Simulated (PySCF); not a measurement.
Isomers of C4H14Si2. Method used: PBE0-D3(BJ)/def2-SVP geometry optimisation, gas phase (PySCF 2.14.0). One conformer each; no zero-point energy, no entropy. No frequencies were run at this level. Point groups hold within 0.08 Å.

**Question.** Rank from lowest to highest electronic energy at this level (kcal/mol).
A. SiH2Me(SiMe3) (`[H][Si]([H])(C)[Si](C)(C)C`)
B. `[CH3:1][CH2:2][CH2:3][CH:4]([SiH3:5])[SiH3:6]` with C1–C2–C3–C4 -176°, C2–C3–C4–Si5 175°

**Answer.** A (0.0), B (29.3).

| SMILES | E (Eh) | E rel (kcal/mol) | dipole (D) | point group | A, B, C (MHz) |
| --- | --- | --- | --- | --- | --- |
| [H][Si]([H])(C)[Si](C)(C)C | -739.15067 | 0.0 | 0.98 | near Cs | 2657, 1334, 1267 |
| CCCC([SiH3])[SiH3] | -739.10396 | 29.3 | 1.12 | C1 | 2838, 1208, 900.5 |

**Question.** How do the relative energies change in single points at PBE0/pcSseg-1 (no added dispersion term) on the same geometries?

**Answer.** 
```tsv
SMILES	PBE0-D3(BJ)/def2-SVP (kcal/mol)	PBE0/pcSseg-1 (kcal/mol)	shift
[H][Si]([H])(C)[Si](C)(C)C	0.0	0.0	0.0
CCCC([SiH3])[SiH3]	29.3	31.7	+2.4
```

Each column counts from its own lowest isomer. The order is unchanged; the largest shift is 2.4 kcal/mol.
